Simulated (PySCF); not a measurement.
```xyz
11

Ti     0.2839     0.2760    -0.1210
C     -1.6978    -0.1536     0.2684
H     -1.7623    -1.0201     0.9627
H     -2.2179    -0.4054    -0.6819
H     -2.1905     0.7280     0.7340
S      1.2721    -1.5759    -1.0044
H      0.2077    -1.6165    -1.8682
S      0.3796     2.0028    -1.6024
H     -0.4951     2.6448    -0.7636
S      1.3035     0.8599     1.8299
H      0.7484    -0.2789     2.3547
```

Charge 0, multiplicity 1.

Give the Mulliken and meta-Löwdin atomic charges from PySCF with TPSSh-D3(BJ)/def2-TZVP // BP86-D3(BJ)/def2-SVP.


```
atom  Mulliken (e)  meta-Löwdin (e)
----  ------------  ---------------
Ti1           0.79             1.07
C2           -0.60            -0.64
H3            0.14             0.12
H4            0.14             0.12
H5            0.14             0.12
S6           -0.38            -0.37
H7            0.18             0.11
S8           -0.38            -0.37
H9            0.18             0.11
S10          -0.38            -0.37
H11           0.18             0.11
```
